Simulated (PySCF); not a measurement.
An equivalent PySCF input for Sn³⁺ (tin, charge +3), [Kr] 4d10 5s1, 2S determinant, with the spin-free X2C one-electron Hamiltonian (Gaussian nucleus):

```python
from pyscf import gto, scf, dft, mp, cc
import basis_set_exchange as bse
mol = gto.M(atom="Sn 0 0 0", charge=3, spin=1, symmetry="D2h",
            basis=gto.basis.parse(bse.get_basis("ANO-RCC-VTZP", elements=["Sn"], fmt="nwchem")),
            nucmod="G")
mf = dft.UKS(mol, xc="PBE").sfx2c1e()
mf.irrep_nelec = {'Ag': (9, 8), 'B1g': (2, 2), 'B2g': (2, 2), 'B3g': (2, 2), 'B1u': (3, 3), 'B2u': (3, 3), 'B3u': (3, 3)}
mf.kernel()
```

It reaches the same state as the run whose output follows, with an energy that differs only through the grid. The run itself started from symmetry-adapted Hartree-Fock orbitals and held the occupation by maximum overlap, on a logarithmic radial grid, so the iterations belong to that start.

```
SCF conv_tol = 1e-09
number electrons alpha = 24  beta = 23
XC functionals = PBE
    J. P. Perdew, K. Burke, and M. Ernzerhof.,  Phys. Rev. Lett. 77, 3865 (1996)
    J. P. Perdew, K. Burke, and M. Ernzerhof.,  Phys. Rev. Lett. 78, 1396 (1997)
    J. P. Perdew, K. Burke, and M. Ernzerhof.,  Phys. Rev. Lett. 77, 3865 (1996)
    J. P. Perdew, K. Burke, and M. Ernzerhof.,  Phys. Rev. Lett. 78, 1396 (1997)
cycle= 1 E= -6173.95947093762  delta_E= -0.00997  |g|= 0.0315  |ddm|= 0.078
cycle= 2 E= -6173.95950094626  delta_E= -3e-05  |g|= 0.0128  |ddm|= 0.00508
cycle= 3 E= -6173.95951683322  delta_E= -1.59e-05  |g|= 0.00526  |ddm|= 0.00395
cycle= 4 E= -6173.95952110177  delta_E= -4.27e-06  |g|= 2.58e-05  |ddm|= 0.00132
cycle= 5 E= -6173.9595211019  delta_E= -1.28e-10  |g|= 1e-06  |ddm|= 9.26e-06
converged SCF energy = -6173.9595211019  <S^2> = 0.75027522  2S+1 = 2.0002752
```
